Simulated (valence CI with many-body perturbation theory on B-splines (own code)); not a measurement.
Results of a calculation; reference values are marked as such.
Sensitivity of CI+MBPT for In44+

Level of theory: valence CI with perturbative core correlation (CI+MBPT): three valence electrons over a frozen Dirac-Fock core [He], a basis of 6 s, 6 p, 5 d, 3 f, 1 g functions for each j, with the one-electron correlation potential Σ1 (screened to all orders), the two-electron term Σ2, the three-electron term Σ3, Breit, model QED; selected single and double excitations, second order for the rest, scaled by the run's own slope (own B-spline code, finite nucleus).

No measured spectrum was set against this ion. As an estimate, large intervals hold to a few tenths of a per cent, small ones and those within an open d or f shell to about a per cent.

The reference run has the lowest level (2s^2 2p1/2) J=1/2 and an ionisation energy of 7444.32 eV. Its largest variational space holds 3946 state functions.

Levels are named by their leading jj configuration (3d3/2^4 stands for four electrons in 3d with j = 3/2), which in mixed levels can hold well under half, so a name can repeat and another be missing. Letters in brackets count levels of one name in rising energy.

Changed runs:
A. cutoff of virtual states (hartree) 4802 → 123000
B. orbitals per symmetry with explicit Σ2 and valence Breit (the others get mean screening factors) 5 → 1; scale of Σ2 1 → 0.8
C. size limit of the variational space 10000 → 1500
D. factor on the speed of light 1 → 0.9 (bad on purpose)

Excitation energies of the reference run in cm⁻¹, and shifts in cm⁻¹:

| Level | Reference | A | B | C | D |
| --- | --- | --- | --- | --- | --- |
| (2s 2p1/2^2) J=1/2 | 1136220 | +109 | +413 | 0 | +57405 |
| (2s^2 2p3/2) J=3/2 | 1888170 | +61 | -39 | -0.7 | +491031 |
| (2s 2p1/2 2p3/2) J=3/2 [a] | 2685010 | +163 | -17 | -0.6 | +531493 |
| (2s 2p1/2 2p3/2) J=5/2 | 2915080 | +165 | -36 | -0.4 | +530773 |
| (2s 2p1/2 2p3/2) J=3/2 [b] | 3278060 | +167 | +473 | -0.9 | +534283 |
| (2s 2p1/2 2p3/2) J=1/2 | 3293600 | +166 | +657 | +0.2 | +525835 |
| (2p1/2^2 2p3/2) J=3/2 | 4514530 | +265 | +1202 | -1.2 | +579237 |
| (2s 2p3/2^2) J=5/2 | 4721380 | +221 | +37 | -0.5 | +1009266 |
| (2s 2p3/2^2) J=1/2 | 5250980 | +224 | +907 | +0.1 | +1017370 |
| (2s 2p3/2^2) J=3/2 | 5260010 | +224 | +661 | -1.9 | +1016658 |
| (2p1/2 2p3/2^2) J=3/2 | 6180790 | +324 | +838 | -1.8 | +1062351 |
| (2p1/2 2p3/2^2) J=5/2 | 6327330 | +325 | +632 | -2.0 | +1057924 |
| Ionisation energy (eV) | 7444.32 | +0.018 | -0.036 | 0 | +70.28 |
